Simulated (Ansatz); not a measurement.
Stepwise reaction of `[NH2][Ti]([Cl])([Cl])[Cl]` with water, as a gas-phase model of exchange steps in deposition or etching. ΔE in kJ/mol; ΔG adds harmonic PBE0-D4 terms to CCSD(T)/CBS, at 1 bar.

Computed with Ansatz on PBE0-D4/def2-TZVP structures; ΔE is electronic, products minus reactants. CCSD(T)/CBS is the MP2 limit (def2-TZVPP, def2-QZVPP) plus CCSD(T) − MP2 in def2-TZVPP, frozen cores. This one scheme is used for every species. DFT in def2-TZVPP. B3LYP here is the variant with VWN-RPA as its local correlation; programs differ in this. For Ti outer-core shells are correlated without core-valence functions, which leaves a few kJ/mol of doubt a bond. Scalar relativity is left out up to krypton. Each species was taken in one conformer, which may not be the lowest.

```csv
step,reaction,PBE-D4,B3LYP-D4,ωB97M-V,CCSD(T)/CBS,ΔG(600 K)
1,`[NH2][Ti]([Cl])([Cl])[Cl]` + H₂O → `[NH2][Ti]([OH])([Cl])[Cl]` + HCl,20.0,17.5,13.8,22.7,16.8
2,`[NH2][Ti]([OH])([Cl])[Cl]` + H₂O → `[NH2][Ti]([OH])([OH])[Cl]` + HCl,33.0,32.1,30.2,36.1,35.3
```

Problem. Give the row of step 3, `[NH2][Ti]([OH])([OH])[Cl]` + H₂O → `[NH2][Ti]([OH])([OH])[OH]` + HCl. (Best estimate.)

Solution. Ansatz gave: 
```json
{"step": "3", "reaction": "`[NH2][Ti]([OH])([OH])[Cl]` + H₂O → `[NH2][Ti]([OH])([OH])[OH]` + HCl", "PBE-D4": "41.5", "B3LYP-D4": "40.6", "ωB97M-V": "39.4", "CCSD(T)/CBS": "44.3", "ΔG(600 K)": "37.0"}
```

Problem. By hand: ΔE of the 3 steps together at CCSD(T)/CBS.

Solution. (22.7) + (36.1) + (44.3) = 103.1 kJ/mol, or 34.4 kJ/mol a step.

In ΔE each step is higher than the one before. All are uphill at CCSD(T)/CBS. ΔG lies between 16.8 and 37.0 kJ/mol a step. PBE-D4 differs from CCSD(T)/CBS by -3.1 to -2.7 kJ/mol a step. Isolated molecules leave out the surface, adducts and barriers. Largest T1 diagnostic: 0.025.
